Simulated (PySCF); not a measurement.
# Structure from 2D NMR

Compound of formula C6H8FP. Correlations simulated from computed shifts and the bond graph:

HSQC (one-bond C–H):
| δH | δC |
| --- | --- |
| 6.67 | 143.8 |
| 6.06 | 118.7 |
| 2.26 | 18.4 |
| 1.32 | 13.2 |

HMBC (two and three bonds, from the bond graph):
| δH | δC |
| --- | --- |
| 6.67 | 172.6, 148.5, 118.7, 18.4, 13.2 |
| 6.06 | 172.6, 148.5, 143.8, 13.2 |
| 2.26 | 172.6, 148.5, 143.8 |
| 1.32 | 143.8, 118.7 |

Carbons without hydrogens: δ 172.6, 148.5.

Computed data (PySCF 2.14): shieldings: GIAO PBE0/pcSseg-1, GFN2-xTB geometry. In vacuum, single conformer, non-relativistic, equivalent nuclei averaged.

Shifts are taken against calculated references (same method and geometry level): TMS for 1H (σ = 31.72 ppm), 13C (σ = 186.93 ppm).

Exchangeable hydrogens are left out of these lists.

Task: Assemble the structure.

Result: `Cc1cp(C)cc1F`.

Atoms are numbered as in `[CH3:1][c:2]1[cH:3][p:4]([CH3:5])[cH:6][c:7]1[F:8]`; H(Xn) means a hydrogen on atom n.

1. δC 172.6 is C7, a unsaturated ring carbon.
2. δC 148.5 is C2, a unsaturated ring carbon.
3. δC 143.8 is C3, a unsaturated ring CH (δH 6.67).
4. δC 118.7 is C6, a unsaturated ring CH (δH 6.06).
5. δC 18.4 is C1, a methyl carbon on an unsaturated ring (δH 2.26).
6. δC 13.2 is C5, a methyl carbon bonded to P (δH 1.32).
7. HMBC from δH 6.67 reaches the proton-free carbons C7, C2.
8. HMBC from δH 6.06 reaches the proton-free carbons C7, C2.
9. HMBC from δH 2.26 reaches the proton-free carbons C7, C2.

This is the structure that produced the data.

Shifts are as computed. Against solution values, carbons near 30 ppm lie about +3 ppm off and those near 130 ppm about +5 ppm. Of 1211 compounds with measured shifts, 218 miss one by over three times the rms of a fit or turn the order of signals round; such compounds aren't used in these exercises.
